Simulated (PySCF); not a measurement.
[Cr(OH)4]2-: what the settings change

[Cr(OH)4]2- holds Cr(II), d4, at total charge -2. The structure is a PBE0-D3(BJ)/def2-TZVP, IEF-PCM water geometry optimised for multiplicity 5; coordination square planar, point group S4, metal–donor distances 2.00 Å.

```
9

Cr    0.0000    0.0000    0.0000
O     2.0024    0.0000    0.0271
H     2.2441    0.9291    0.0627
O    -2.0024    0.0000    0.0271
H    -2.2441   -0.9291    0.0627
O     0.0000    2.0024   -0.0271
H    -0.9291    2.2441   -0.0627
O     0.0000   -2.0024   -0.0271
H     0.9291   -2.2441   -0.0627
```

Method (PySCF 2.14, density fitting): CASSCF(4,5) with orbitals averaged over all microstates of the shell, strongly contracted NEVPT2 on the averaged canonical orbitals; basis x2c-TZVPall on the metal, x2c-SVPall elsewhere; spin-free X2C; IEF-PCM water; spin-orbit coupling by state interaction with the mean-field operator over all roots.

Base run: NEVPT2 ground state 5B, next 3E at 14788, then 3B at 17426 cm⁻¹, B(CASSCF) 938, ζ 224 cm⁻¹, D -1.34 cm⁻¹, g 1.981 1.998 1.998, μeff(300 K) 4.89 μB.

Problem. What happens with orbitals averaged over the highest spin alone?

Solution. NEVPT2 ground state 5B, next 3E at 15405, then 3B at 17731 cm⁻¹, B(CASSCF) 973, ζ 232 cm⁻¹, D -1.45 cm⁻¹, g 1.979 1.997 1.997, μeff(300 K) 4.89 μB.

NEVPT2 lifts 5B from 16285 to 19559 cm⁻¹; on the d shell alone such lifts tend to overshoot.
